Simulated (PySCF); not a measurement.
An equivalent PySCF input for O²⁺ (oxygen, charge +2), [He] 2s2 2p2, high-spin 3P determinant, with scalar relativity by spin-free X2C-1e:

```python
from pyscf import gto, scf, dft, mp, cc
import basis_set_exchange as bse
mol = gto.M(atom="O 0 0 0", charge=2, spin=2, symmetry="D2h",
            basis=gto.basis.parse(bse.get_basis("aug-cc-pVDZ-DK", elements=["O"], fmt="nwchem", header=False)),
            nucmod="G")
mf = dft.UKS(mol, xc="M062X").sfx2c1e()
mf.irrep_nelec = {'Ag': (2, 2), 'B1u': (1, 0), 'B2u': (1, 0)}
mf.kernel()
```

It reaches the same state as the run whose output follows, with an energy that differs only through the grid. The run itself started from symmetry-adapted Hartree-Fock orbitals and held the occupation by maximum overlap, on a logarithmic radial grid, so the iterations belong to that start.

```
SCF conv_tol = 1e-09
number electrons alpha = 4  beta = 2
XC functionals = M062X
    Y. Zhao and D. G. Truhlar.,  Theor. Chem. Acc. 120, 215 (2008)
    Y. Zhao and D. G. Truhlar.,  Theor. Chem. Acc. 120, 215 (2008)
cycle= 1 E= -73.3081959357451  delta_E= -0.00124  |g|= 0.00651  |ddm|= 0.0945
cycle= 2 E= -73.3082110485874  delta_E= -1.51e-05  |g|= 0.000874  |ddm|= 0.0126
cycle= 3 E= -73.3082113445667  delta_E= -2.96e-07  |g|= 2.12e-05  |ddm|= 0.00216
cycle= 4 E= -73.3082113447758  delta_E= -2.09e-10  |g|= 1.5e-06  |ddm|= 6.78e-05
converged SCF energy = -73.3082113447758  <S^2> = 2.0014832  2S+1 = 3.0009886
```
